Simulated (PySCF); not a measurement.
A compound of formula C19H13N has these computed shifts in ppm, with the number of atoms in brackets (GIAO KT3/pcSseg-1, gas phase, PySCF SCF with an in-house response code, fitting set def2-universal-JFIT, grid level 2, non-relativistic, geometry: GFN2-xTB; 13C, 1H against isolated TMS; 15N against isolated NH3).

15N: 327.2 (1)
1H: 8.84 (1), 8.82 (1), 8.81 (2), 7.82 (1), 7.76 (1), 7.73 (1), 7.67 (1), 7.61 (1), 7.38 (1), 7.37 (1), 7.08 (2)
13C: 144.2 (1), 142.0 (2), 134.4 (1), 123.8 (1), 122.7 (1), 122.3 (1), 121.9 (1), 121.8 (1), 121.6 (1), 120.8 (1), 120.6 (1), 120.4 (1), 119.9 (1), 119.0 (2), 118.8 (1), 116.0 (1), 115.8 (1)

Task: Which structure gave them?

Result: c1ccc2c(c1)ccc1c(-c3ccncc3)cccc12. Other isomers were not compared.
